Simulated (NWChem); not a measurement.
System meant: ZnSiH$_{3}$OI; SMILES [Zn]([I])[O][SiH3]

Here is an NWChem input.

```
start job
memory heap 200 mb stack 900 mb global 1100 mb
geometry units angstroms noautoz
  Zn     0.139611     0.486293     0.000751
  I     -0.462431    -1.848406    -0.001523
  O      0.669266     2.170253     0.002540
  Si     0.139702     3.726101    -0.000214
  H     -0.678675     4.031866    -1.219658
  H      1.308000     4.657282     0.020799
  H     -0.715577     4.023783     1.195770
end
basis spherical
  Zn library def2-svp
  I library def2-svp
  O library def2-svp
  Si library def2-svp
  H library def2-svp
end
dft
  xc pbe0
  iterations 150
  mulliken
end
task dft energy
```

End of the output:

```
             Grid Information
             ----------------
          Grid used for XC integration:  medium
          Radial quadrature: Mura-Knowles
          Angular quadrature: Lebedev.
          Tag              B.-S. Rad. Rad. Pts. Rad. Cut. Ang. Pts.
          ---              ---------- --------- --------- ---------
          Zn                  1.35      112          11.0       590
          I                   1.40      123          15.0       590
          O                   0.60       49          11.0       434
          Si                  1.10       88          13.0       590
          H                   0.35       45          15.0       434
          Grid pruning is: on
          Number of quadrature shells:   507
          Spatial weights used:  Erf1

          Convergence Information
          -----------------------
          Convergence aids based upon iterative change in
          total energy or number of iterations.
          Levelshifting, if invoked, occurs when the
          HOMO/LUMO gap drops below (HL_TOL):  1.00D-02
          DIIS, if invoked, will attempt to extrapolate
          using up to (NFOCK): 10 stored Fock matrices.

                    Damping( 0%)  Levelshifting(0.5)       DIIS
                  --------------- ------------------- ---------------
          dE  on:    start            ASAP                start
          dE off:    2 iters        150 iters           150 iters

      Screening Tolerance Information
      -------------------------------
          Density screening/tol_rho:  1.00D-10
          AO Gaussian exp screening on grid/accAOfunc:  14
          CD Gaussian exp screening on grid/accCDfunc:  20
          XC Gaussian exp screening on grid/accXCfunc:  20
          Schwarz screening/accCoul:  1.00D-08

      Superposition of Atomic Density Guess
      -------------------------------------

      charge =      53.0 I (Iodine)

      symmetry species            s     p     d     f
      number of basis functions =10     7     6
      number of cont. functions = 4     4     2
      number of closed shells   = 5     3     2
      number of open shells     = 0     1     0
      open shell occupation     = 0     5     0
 ------------------------------------------------------------------------
 atomscf:atomd: error in atom scf                   0
 ------------------------------------------------------------------------
 ------------------------------------------------------------------------
  current input line :
    24: task dft energy
 ------------------------------------------------------------------------
 ------------------------------------------------------------------------
 This error has not yet been assigned to a category
 ------------------------------------------------------------------------
 For more information see the NWChem manual at https://nwchemgit.github.io

0:atomscf:atomd: error in atom scf:Received an Error in Communication
```

Problem. What is wrong, and how is it mended?

Solution. The program stopped with an error. Cause: the def2 basis of a heavy element holds valence functions alone and wants its effective core potential (without it all electrons must fit into that basis). This input runs:
```
start job
memory heap 200 mb stack 900 mb global 1100 mb
geometry units angstroms noautoz
  Zn     0.139611     0.486293     0.000751
  I     -0.462431    -1.848406    -0.001523
  O      0.669266     2.170253     0.002540
  Si     0.139702     3.726101    -0.000214
  H     -0.678675     4.031866    -1.219658
  H      1.308000     4.657282     0.020799
  H     -0.715577     4.023783     1.195770
end
basis spherical
  Zn library def2-svp
  I library def2-svp
  O library def2-svp
  Si library def2-svp
  H library def2-svp
end
ecp
  I library def2-ecp
end
dft
  xc pbe0
  iterations 150
  mulliken
end
task dft energy
```
It converges to -2442.87522 Ha (PBE0/def2-SVP with def2 effective core potentials on I).
